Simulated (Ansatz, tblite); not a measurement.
Removing an electron: the cluster Si3O4⁻ (the lowest doublet isomer of a short search). The state is a doublet with charge -1. Geometry: r2SCAN-D4/def2-SVPD. Ansatz, gas phase; energy differences of separate SCF runs; the oxidised species is a singlet (the triplet lies 1.07 eV higher at PBE0-D4/def2-TZVPD).

```xyz
7

Si    0.193    1.676   -1.319
Si   -0.534   -0.584   -1.332
Si    0.391    0.149    1.318
O     0.592    1.500    0.431
O    -0.235   -1.007    0.333
O    -1.129   -1.700   -2.245
O     0.722   -0.035    2.813
```

The xTB rows come from tblite. Correlated methods freeze 19 core orbitals. The rows differ in basis, and correlated rows in double-zeta sets carry the largest basis error. The structure comes from a short search, and lower isomers may exist.

| level | −HOMO (eV) | vertical IE (eV) | −LUMO (eV) | HOMO–LUMO gap (eV) | remarks |
| --- | --- | --- | --- | --- | --- |
| GFN1-xTB | – | 5.71 | – | – | – |
| GFN2-xTB | – | 5.67 | – | – | – |
| PBE0-D4/def2-TZVPD | 1.48 | 3.31 | -1.28 | 2.76 | restricted SCF unstable in HF (singlet) |
| MP2/def2-SVPD | – | 2.95 | – | – | restricted SCF unstable (singlet) |

Q: Estimate the rows for PBE-D4/def2-TZVPD, CCSD/def2-SVPD, CCSD(T)/def2-SVPD.

A: 
| level | −HOMO (eV) | vertical IE (eV) | −LUMO (eV) | HOMO–LUMO gap (eV) | remarks |
| --- | --- | --- | --- | --- | --- |
| PBE-D4/def2-TZVPD | 0.52 | 3.14 | -0.50 | 1.02 | restricted SCF unstable in HF (singlet) |
| CCSD/def2-SVPD | – | 3.00 | – | – | large T1 (0.026) (singlet), restricted SCF unstable (singlet) |
| CCSD(T)/def2-SVPD | – | 2.98 | – | – | large T1 (0.026) (singlet), restricted SCF unstable (singlet) |

Run but left out: HF/def2-SVPD (neutral singlet: restricted singlet, unstable towards broken spin symmetry); PBE-QIDH/def2-TZVPD (neutral singlet: restricted singlet, unstable in another Hartree–Fock run and untested here).  HOMO and LUMO are the levels of the spin that leaves or enters (xTB has no such levels and no spin-polarisation term). Other spin states of the ions may lie lower, which would lower the ionisation energy or raise the affinity. Raw xTB energy differences between charge states are shifted by several eV; the methods need an empirical correction for them.
